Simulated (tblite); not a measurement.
Compound: C4H12BPS.
Bonds: C1–C2 (double), C2–C3, C3–C4, C4–S5, S5–B6, B6–P7. Hydrogens: H8, H9 on C1; H10 on C2; H11, H12 on C3; H13, H14 on C4; H15, H16 on B6; H17, H18, H19 on P7.
Bond orders are those of one Lewis drawing.

Computed with GFN2-xTB (tblite), gas phase: L-BFGS steps from a force-field or distance-geometry start until the largest atomic force falls under 0.01 eV/Å.

Step 62: E = -589.0541 eV
```
atom  x, y, z in Å  |  force x, y, z in eV/Å
C1      3.7842   -0.3226   -0.2383   -0.032  -0.031   0.056
C2      2.8863   -0.2418    0.7273    0.036  -0.016  -0.037
C3      1.5187   -0.8489    0.6646    0.026  -0.004  -0.026
C4      0.4959    0.2302    0.3253    0.024  -0.001   0.001
S5     -1.1982   -0.4609    0.2554    0.016   0.014  -0.024
B6     -2.0803    1.0625   -0.5608   -0.006  -0.024   0.011
P7     -3.8342    0.3026   -0.5154    0.033  -0.023   0.014
H8      3.5913   -0.8632   -1.1513    0.000  -0.017   0.038
H9      4.7559    0.1351   -0.1526   -0.025   0.022  -0.024
H10     3.1079    0.3240    1.6235   -0.021  -0.017   0.006
H11     1.2562   -1.3049    1.6226    0.014   0.043  -0.017
H12     1.4788   -1.6245   -0.1020    0.012   0.006  -0.012
H13     0.7101    0.6584   -0.6549   -0.007   0.022   0.025
H14     0.4970    1.0229    1.0750    0.000   0.009  -0.006
H15    -2.0460    2.0230    0.1346   -0.003  -0.004   0.000
H16    -1.7426    1.2223   -1.6874   -0.018  -0.004   0.013
H17    -3.9223   -0.9241   -1.1359   -0.021  -0.006  -0.011
H18    -4.2521   -0.0887    0.7369   -0.020   0.007   0.012
H19    -5.0165    0.8616   -0.9742   -0.009   0.023  -0.017
```

Step 63: E = -589.0548 eV
```
atom  x, y, z in Å  |  force x, y, z in eV/Å
C1      3.7871   -0.3240   -0.2377   -0.023  -0.041   0.044
C2      2.8882   -0.2428    0.7265    0.032   0.004  -0.019
C3      1.5207   -0.8483    0.6652    0.007   0.007  -0.035
C4      0.4991    0.2324    0.3264    0.005  -0.001   0.000
S5     -1.1935   -0.4634    0.2529    0.012   0.034  -0.033
B6     -2.0812    1.0592   -0.5601   -0.011  -0.025   0.019
P7     -3.8359    0.3003   -0.5142    0.013  -0.023   0.014
H8      3.5946   -0.8650   -1.1504    0.001  -0.028   0.030
H9      4.7597    0.1314   -0.1513   -0.028   0.031  -0.022
H10     3.1065    0.3274    1.6202   -0.005  -0.016   0.025
H11     1.2571   -1.3049    1.6231    0.024   0.047  -0.033
H12     1.4781   -1.6210   -0.1039    0.015  -0.009  -0.008
H13     0.7145    0.6613   -0.6535   -0.010   0.021   0.036
H14     0.4970    1.0251    1.0768    0.005  -0.006  -0.014
H15    -2.0480    2.0198    0.1358   -0.001  -0.011   0.002
H16    -1.7479    1.2233   -1.6874   -0.012  -0.012   0.012
H17    -3.9302   -0.9258   -1.1367   -0.017   0.005  -0.001
H18    -4.2613   -0.0883    0.7374   -0.010   0.008  -0.003
H19    -5.0143    0.8662   -0.9766    0.004   0.017  -0.013
```

Step 64: E = -589.0555 eV
```
atom  x, y, z in Å  |  force x, y, z in eV/Å
C1      3.7915   -0.3295   -0.2353   -0.016  -0.039   0.038
C2      2.8890   -0.2432    0.7248    0.035   0.018  -0.009
C3      1.5214   -0.8462    0.6624   -0.011   0.019  -0.039
C4      0.5011    0.2369    0.3278   -0.014   0.004  -0.004
S5     -1.1893   -0.4637    0.2495    0.003   0.039  -0.036
B6     -2.0828    1.0572   -0.5595   -0.014  -0.017   0.020
P7     -3.8364    0.2962   -0.5117   -0.005  -0.017   0.011
H8      3.6014   -0.8728   -1.1465   -0.002  -0.043   0.019
H9      4.7648    0.1239   -0.1484   -0.027   0.039  -0.015
H10     3.1016    0.3325    1.6159    0.013  -0.013   0.038
H11     1.2568   -1.3045    1.6194    0.029   0.040  -0.042
H12     1.4761   -1.6147   -0.1104    0.017  -0.021  -0.001
H13     0.7162    0.6696   -0.6506   -0.007   0.020   0.035
H14     0.4954    1.0278    1.0804    0.014  -0.020  -0.015
H15    -2.0511    2.0185    0.1359   -0.001  -0.018   0.008
H16    -1.7541    1.2261   -1.6874   -0.007  -0.021   0.007
H17    -3.9335   -0.9295   -1.1362   -0.016   0.017   0.012
H18    -4.2665   -0.0894    0.7400   -0.004   0.007  -0.020
H19    -5.0113    0.8677   -0.9776    0.012   0.007  -0.007
```

**Question.** Estimate the geometry and energy of step 65. (The exact step hangs on the optimiser's Hessian estimate; all steps are aligned on step 64, rigid shifts and turns removed.)

**Answer.** E = -589.0563 eV, largest force 0.058 eV/Å
```
atom  x, y, z in Å  |  force x, y, z in eV/Å
C1      3.7985   -0.3395   -0.2307    0.009  -0.030   0.009
C2      2.8899   -0.2429    0.7217    0.017   0.034   0.015
C3      1.5218   -0.8422    0.6562   -0.020   0.027  -0.034
C4      0.5020    0.2436    0.3299   -0.027   0.009  -0.011
S5     -1.1856   -0.4616    0.2443   -0.012   0.029  -0.031
B6     -2.0863    1.0566   -0.5593   -0.012  -0.001   0.013
P7     -3.8372    0.2913   -0.5085   -0.034   0.000   0.001
H8      3.6135   -0.8879   -1.1397   -0.009  -0.054   0.018
H9      4.7725    0.1120   -0.1426   -0.022   0.043  -0.006
H10     3.0945    0.3404    1.6097    0.032  -0.013   0.039
H11     1.2573   -1.3038    1.6116    0.027   0.026  -0.041
H12     1.4736   -1.6056   -0.1213    0.017  -0.030   0.001
H13     0.7160    0.6836   -0.6449    0.001   0.024   0.017
H14     0.4926    1.0303    1.0868    0.023  -0.028  -0.005
H15    -2.0560    2.0186    0.1354   -0.002  -0.023   0.017
H16    -1.7626    1.2307   -1.6878   -0.003  -0.029   0.001
H17    -3.9340   -0.9345   -1.1340   -0.017   0.023   0.023
H18    -4.2693   -0.0914    0.7438   -0.002   0.003  -0.031
H19    -5.0111    0.8652   -0.9780    0.033  -0.010   0.005
```

The energy changes by -0.0009 eV. The first-order estimate −F·Δx gives -0.0011 eV and the mean of the old and new forces, exact on a quadratic surface, -0.0008 eV. The step makes an angle of 81° with the force vector and moves no atom by more than 0.021 Å.

What follows is the cost of the whole relaxation. The run took 1.7 s on Arm Neoverse V1, one thread, no GPU, on a shared host.
